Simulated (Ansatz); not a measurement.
Br2Ge, charge -1, doublet, geometry from GFN2-xTB (a state made from the parent by changing its charge; the spin is typed, not shown lowest) (a gas-phase anion, which may not be bound at this level). Base run: PBE0/cc-pVTZ (Ansatz, a program for electronic structure).

Input for Ansatz:
Ansatz 0.2 input:
```yaml
crystal:
  periodic: [false, false, false]
  atoms:
    - {symbol: Ge, position_ang: [0.01772041, 0.00659318, 1.06702307]}
    - {symbol: Br, position_ang: [1.10832851, -1.68300099, -0.49594218]}
    - {symbol: Br, position_ang: [-1.12453002, 1.67697294, -0.47962177]}
basis:
  gaussian:
    orbitals: cc-pVTZ
hamiltonian:
  xc: pbe0
total_charge: -1
magnetization: {spin_polarized: true, initial_magnetization: 1}
```

Each row names what was changed in the base input (with any setting that the change needs).

```
change                                                             ΔE vs base (mEh)
-----------------------------------------------------------------  ----------------
base                                                                          0.000
occupation = up:A1:20 A2:6 B1:10 B2:16 down:A1:21 A2:6 B1:8 B2:16             388.1
occupation = up:A1:22 A2:6 B1:8 B2:16 down:A1:21 A2:6 B1:8 B2:16             63.105
symmetry_tolerance_ang = 0.01                                                 0.000
occupation = up:A1:21 A2:6 B1:9 B2:16 down:A1:21 A2:6 B1:8 B2:16              0.000
occupation = up:A1:20 A2:7 B1:9 B2:16 down:A1:21 A2:6 B1:8 B2:16              417.7
occupation = up:A1:21 A2:6 B1:8 B2:17 down:A1:21 A2:6 B1:8 B2:16             80.880
```

A gas-phase anion may not be bound at this level; its values then depend on the basis.
